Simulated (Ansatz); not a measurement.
Input file for Ansatz (a quantum-chemistry and plane-wave program): R-PBE/def2-TZVPP on H3NZn (SMILES [NH2][ZnH]), atoms moved off the minimum.

Ansatz 0.2 input:
```yaml
crystal:
  periodic: [false, false, false]
  atoms:
    - {symbol: Zn, position_ang: [-0.27857057, -0.10601323, -0.25572070]}
    - {symbol: H, position_ang: [-1.21808131, -0.12924423, -1.51512265]}
    - {symbol: N, position_ang: [0.98400133, 0.11620681, 1.07184471]}
    - {symbol: H, position_ang: [1.17399458, -0.50614585, 1.66645949]}
    - {symbol: H, position_ang: [0.81059272, 0.98124134, 1.62693563]}
basis:
  gaussian:
    orbitals: def2-TZVPP
hamiltonian:
  xc: {name: PBE}
scf: {lower_state_search: off}
output: {forces: true}
```

It printed:

```
WARN ansatz: RAYON_NUM_THREADS=2 ignored (pool sized by the plan → 2); use --threads N
Functional definition: PBE
these checks for a lower state are left out or cut short: stability, starts, cluster_reference, orbital_swaps, neighbouring_geometries, increment
integrals: 0.05 GiB planned
831 factors; their error is unknown
mean field: 0.39 GiB planned
mean field evaluation 1: about -49934.7219 eV, gradient 9.8e1 eV
mean field evaluation 2: about -49843.9385 eV, gradient 2.1e2 eV
mean field evaluation 4: about -49948.5652 eV, gradient 2.3e1 eV
mean field evaluation 8: about -49949.5596 eV, gradient 5.0e-2 eV
mean field evaluation 16: about -49949.5467 eV, gradient 8.0e-4 eV
mean field -49949.54667571 eV, -1835.6119833137 hartree, gradient 5.9e-6 eV, S^2 0.000000; 0 other end points of the search recorded, 0 dependent functions left out
the calculation of the forces begins
reference -49949.54671538 eV, -1835.6119847714 hartree; 20, 20 occupied and 117, 117 virtual orbitals, 831 factors
Total energy: -49949.54671538 eV, -1835.6119847714 hartree
Atom 0 at    -0.278571    -0.106013    -0.255721 Å, force    -0.124127     0.082952    -0.385938 eV/Å
Atom 1 at    -1.218081    -0.129244    -1.515123 Å, force     0.359957    -0.067442     0.545667 eV/Å
Atom 2 at     0.984001     0.116207     1.071845 Å, force    -2.415547     7.317884    -5.545313 eV/Å
Atom 3 at     1.173995    -0.506146     1.666459 Å, force     2.001587    -6.790901     5.973765 eV/Å
Atom 4 at     0.810593     0.981241     1.626936 Å, force     0.178130    -0.542494    -0.588182 eV/Å
Dipole moment:    -0.093400    -0.022472     0.205869 e Å
Checks for a lower state left out: stability, starts, cluster_reference, orbital_swaps, neighbouring_geometries, increment
```

Self-consistency was reached.

Cost: roughly 1.4 core-seconds.
